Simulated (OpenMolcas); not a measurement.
# Predicting a hybrid from its neighbours: SiSe

The species is SiSe (2 atoms), meant as a singlet with charge 0. As SMILES, `[Si][Se]`. The coordinates come from a PBE0-D4/def2-TZVP relaxation.

The HOMO–LUMO gap y, in eV, basis aug-cc-pVTZ; a is the functional's share of exact exchange. Programs: OpenMolcas 26.06.

```
functional     program     a  y (eV)
      TPSS  OpenMolcas     0    3.67
    revPBE  OpenMolcas     0    3.54
     B3LYP  OpenMolcas   0.2    4.97
      PBE0  OpenMolcas  0.25       ?
     BHLYP  OpenMolcas   0.5    7.01
```

Task: Fit y = c + s·a to the known rows and predict PBE0.

Result: 
1. Means of the 4 rows: a = 0.1750, y = 4.797.
2. Σ(Δa)² = 0.1675, Σ(Δa·Δy) = 1.1407, so the slope is 1.1407/0.1675 = 6.8101.
3. Intercept: 4.797 − (6.8101) × 0.1750 = 3.605. The largest residual of the fit is 0.065.
4. PBE0: 3.605 + (6.8101) × 0.25 = 5.31 eV.

The run gave 5.34 eV, so the prediction is off by -0.03 eV, within the scatter of the fit. Exact exchange lowers occupied levels and raises empty ones. The rows mix families of semi-local functionals, which the line can't see.
